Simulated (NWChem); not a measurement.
Program: NWChem. System: As, charge 0, spin multiplicity 4. Its SCF solution wasn't tested for a lower state. Level: UB2PLYP/def2-TZVPD, 9 core orbitals frozen.

The NWChem input:

```
start mol
memory heap 200 mb stack 900 mb global 1100 mb
geometry units angstroms nocenter noautoz
  As     0.000000     0.000000     0.000000
  symmetry group D2h
end
basis spherical
  * library def2-tzvpd
end
dft
  xc hfexch 0.53 becke88 0.47 lyp 0.73 mp2 0.27
  dftmp2
  odft
  mult 4
  semidirect memsize 60000000 filesize 0
  iterations 100
end
mp2
  freeze core 9
end
task dft energy
```

Output (cleaned and shortened):

```
             Northwest Computational Chemistry Package (NWChem) 7.3.0
             --------------------------------------------------------

                                NWChem Input Module
                                -------------------

 Scaling coordinates for geometry "geometry" by  1.889725989
 (inverse scale =  0.529177249)

                             Geometry "geometry" -> ""
                             -------------------------

 Output coordinates in angstroms (scale by  1.889725989 to convert to a.u.)

  No.       Tag          Charge          X              Y              Z
 ---- ---------------- ---------- -------------- -------------- --------------
    1 As                  33.0000     0.00000000     0.00000000     0.00000000

 Effective nuclear repulsion energy (a.u.)       0.0000000000

            Nuclear Dipole moment (a.u.)
            ----------------------------
        X                 Y               Z
 ---------------- ---------------- ----------------
     0.0000000000     0.0000000000     0.0000000000

      Symmetry information
      --------------------

 Group name             D2h
 Group number             26
 Group order               8
 No. of unique centers     1

      Symmetry unique atoms

     1


 Summary of "ao basis" -> "" (spherical)
 ------------------------------------------------------------------------------
       Tag                 Description            Shells   Functions and Types
 ---------------- ------------------------------  ------  ---------------------
 *                         def2-tzvpd                 on all atoms

  dft_input: which_mp2 not specified, using semidirect MP2 by default.

                                 NWChem DFT Module
                                 -----------------

 Summary of "ao basis" -> "ao basis" (spherical)
 ------------------------------------------------------------------------------
       Tag                 Description            Shells   Functions and Types
 ---------------- ------------------------------  ------  ---------------------
 As                        def2-tzvpd               18       54   7s5p5d1f

 Summary of "ao basis" -> "ao basis" (spherical)
 ------------------------------------------------------------------------------
       Tag                 Description            Shells   Functions and Types
 ---------------- ------------------------------  ------  ---------------------
 As                        def2-tzvpd               18       54   7s5p5d1f

      Symmetry analysis of basis
      --------------------------

        ag         17
        au          1
        b1g         5
        b1u         7
        b2g         5
        b2u         7
        b3g         5
        b3u         7

            General Information
            -------------------
          SCF calculation type: DFT
          Wavefunction type:  spin polarized.
          No. of atoms     :     1
          No. of electrons :    33
           Alpha electrons :    18
            Beta electrons :    15
          Charge           :     0
          Spin multiplicity:     4
          Use of symmetry is: on ; symmetry adaption is: on
          Maximum number of iterations: 100
          AO basis - number of functions:    54
                     number of shells:    18
          Convergence on energy requested:  1.00D-06
          Convergence on density requested:  1.00D-05
          Convergence on gradient requested:  5.00D-04

              XC Information
[...]
              MO Center=  1.6D-31, -1.7D-31, -1.2D-18, r^2= 2.5D+00
   Bfn.  Coefficient  Atom+Function         Bfn.  Coefficient  Atom+Function
  ----- ------------  ---------------      ----- ------------  ---------------
    22      0.683333  1 As pz                19      0.367010  1 As pz
    13     -0.272229  1 As pz                16      0.091068  1 As pz
    10      0.084183  1 As pz

 Vector   17  Occ=0.000000D+00  E=-4.887656D-02  Symmetry=b3u
              MO Center= -2.9D-19,  2.1D-32,  2.2D-32, r^2= 2.5D+00
   Bfn.  Coefficient  Atom+Function         Bfn.  Coefficient  Atom+Function
  ----- ------------  ---------------      ----- ------------  ---------------
    20      0.683333  1 As px                17      0.367010  1 As px
    11     -0.272229  1 As px                14      0.091068  1 As px
     8      0.084183  1 As px

 Vector   18  Occ=0.000000D+00  E=-4.887656D-02  Symmetry=b2u
              MO Center=  2.9D-31, -2.9D-19,  2.9D-31, r^2= 2.5D+00
   Bfn.  Coefficient  Atom+Function         Bfn.  Coefficient  Atom+Function
  ----- ------------  ---------------      ----- ------------  ---------------
    21      0.683333  1 As py                18      0.367010  1 As py
    12     -0.272229  1 As py                15      0.091068  1 As py
     9      0.084183  1 As py

   alpha - beta orbital overlaps
   -----------------------------

   alpha      1      2      3      4      5      6      7      8      9     10
    beta      1      2      3      4      5      6      7      8      9     10
 overlap   1.000  1.000  1.000  1.000  1.000  1.000  1.000  1.000  1.000  1.000

   alpha     11     12     13     14     15     16     17     18     19     20
    beta     12     11     13     14     15     18     17     16     19     20
 overlap   1.000  1.000  1.000  1.000  1.000  0.992  0.992  0.992  0.999  0.995

   alpha     21     22     23     24     25     26     27     28     29     30
    beta     22     21     23     24     25     26     27     28     30     29
 overlap   0.995  0.995  0.995  0.995  0.992  0.992  0.992  0.994  0.994  0.994

   alpha     31     32     33     34     35     36     37     38     39     40
    beta     31     32     33     39     40     41     42     43     44     45
 overlap   0.994  0.994  1.000  1.000  1.000  1.000  1.000  1.000  1.000  1.000

   alpha     41     42     43     44     45     46     47     48     49     50
    beta     34     35     36     37     38     46     47     48     49     51
 overlap   0.999  0.999  0.999  0.999  0.999  1.000  1.000  1.000  1.000  1.000

   alpha     51     52     53     54
    beta     50     52     53     54
 overlap   1.000  1.000  1.000  1.000

     --------------------------
     Expectation value of S2:
     --------------------------
      <S2> =      3.7506 (Exact =     3.7500)

                   NWChem MP2 Semi-direct Energy/Gradient Module
                   ---------------------------------------------

  Basis functions       =     54
  Molecular orbitals    =     54
  Frozen core           =      9
  Frozen virtuals       =      0
  Active alpha occupied =      9
  Active beta occupied  =      6
  Active alpha virtual  =     36
  Active beta virtual   =     39
  Use MO symmetry       = T
  Use skeleton AO sym   = T

  AO/Fock/Back tols     =   1.0D-09  1.0D-09  1.0D-09

 GA uses MA = F    GA memory limited = T

 Available:
  local mem=  4.43D+07
 global mem=  1.44D+08
 local disk=  0.00D+00
  mp2_memr nvloc                    36
  nvloc new                    36
   1 passes of   9:        3145728                      22142                   1640932.
   1 passes of   9: M     44322085           G      144173368           F      41176357.

 Semi-direct pass number   1 of   1  for UHF alpha       at        2.6s
  vrange nnbf                  1485
  mp2_eaftype                    10  avail_ma_in_mb                   386
 EAF : mp2_eaftype filesize          10     820466.
  mp2_eaf for mointskh                     10
Node 0 wrote      3.8 Mb in      0.0 s     Agg I/O rate:   997.5 Mb/s
 Done moints_semi at        4.3s
  mp2_eaftype                    10  avail_ma_in_mb                   386
 EAF : mp2_eaftype filesize          10     820466.
  mp2_eaf for kh                    10
 Done maket at        4.3s
 Done multipass loop at        4.3s

 GA uses MA = F    GA memory limited = T

 Available:
  local mem=  4.43D+07
 global mem=  1.44D+08
 local disk=  0.00D+00
  mp2_memr nvloc                    39
  nvloc new                    39
   1 passes of   6:        3145728                      17643                   1186522.
   1 passes of   6: M     44322085           G      144173368           F      41176357.

 Semi-direct pass number   1 of   1  for UHF beta        at        4.3s
  vrange nnbf                  1485
  mp2_eaftype                    10  avail_ma_in_mb                   386
 EAF : mp2_eaftype filesize          10     593261.
  mp2_eaf for mointskh                     10
Node 0 wrote      2.8 Mb in      0.0 s     Agg I/O rate:  1564.1 Mb/s
 Done moints_semi at        6.7s
  mp2_eaftype                    10  avail_ma_in_mb                   386
 EAF : mp2_eaftype filesize          10     593261.
  mp2_eaf for kh                    10
 Done maket at        6.7s
 Done multipass loop at        6.7s

          -------------------------------------------
          DFT energy                   -2235.376654545158
          Unscaled MP2 energy             -0.234660575313
          Total DFT+MP2 energy         -2235.440012900493
          -------------------------------------------

 -----------------------
 Performance information
 -----------------------

 Timer overhead =  2.81D-07 seconds/call

               Nr. of calls         CPU time (s)                 Wall time (s)                GFlops
             ---------------    -------------------     ------------------------------   -------------------
Name         Min   Avg   Max    Min     Avg     Max     Min     Avg     Max   Mx/calls   Min     Max     Sum
mp2: moin     2     2     2    4.1     4.1     4.1      4.1     4.1     4.1     2.1      0.0     0.0     0.0
mp2: make     2     2     2   5.36E-2 5.36E-2 5.36E-2  5.36E-2 5.36E-2 5.36E-2 2.68E-2   0.0     0.0     0.0
mp2: tota     1     1     1    4.2     4.2     4.2      4.2     4.2     4.2     4.2      0.0     0.0     0.0

 The average no. of pstat calls per process was 5.00D+00
 with a timing overhead of 1.41D-06s

 Task  times  cpu:        6.7s     wall:        6.7s

 Total times  cpu:        6.8s     wall:        6.8s
```
